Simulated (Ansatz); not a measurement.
Cartesian coordinates (Å):
```xyz
7

C     -1.1021     1.1700     0.3794
Si     0.0111    -0.0242    -0.0394
C      1.3563    -1.1396    -0.1894
N      0.4670    -1.3398    -1.1141
H     -0.9239     1.8157     1.2259
H     -2.0091     1.3065    -0.1912
H      2.2926    -1.6735    -0.0289
```
Charge 0, multiplicity 1.

Calculation: Ansatz (a program for electronic structure) with frozen-core CCSD(T)/cc-pVTZ // B3LYP-D3(BJ)/def2-TZVP.

```
Property                        Value
----------------------  -------------
HF energy               -420.78938 Ha
MP2 correlation energy    -0.62062 Ha
```

### Question
Estimate the CCSD correlation energy, the (T) correction, the total energy and the T1 diagnostic.

### Answer

```yaml
CCSD correlation energy: -0.64277 Ha
"(T) correction": -0.03463 Ha
CCSD(T) total energy: -421.46678 Ha
T1 diagnostic: 0.016
```
